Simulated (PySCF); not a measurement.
InI3, SMILES [I][In]([I])[I].

Geometry optimised at PBE0-D3(BJ)/def2-SVP. The isomer is the one that the SMILES or the coordinates give; other isomers of the formula were not compared. The def2 effective core potentials stand for the cores of I, In; spin–orbit coupling is left out.

Level of theory: PBE/def2-TZVP in PySCF.

Symmetry labels are those of the subgroup C2v that the program uses (full group D3h).

Computed valence orbital energies around the gap with their symmetry:
| orbital | symmetry | energy (eV) |
|---|---|---|
| HOMO−7 | B1 | -8.30 |
| HOMO−6 | A1 | -8.30 |
| HOMO−5 | B2 | -7.38 |
| HOMO−4 | B2 | -6.92 |
| HOMO−3 | A2 | -6.92 |
| HOMO−2 | A1 | -6.91 |
| HOMO−1 | B1 | -6.91 |
| HOMO | B1 | -6.71 |
| LUMO | A1 | -3.85 |
| LUMO+1 | B2 | -2.76 |
| LUMO+2 | A1 | -0.50 |
| LUMO+3 | B1 | -0.50 |
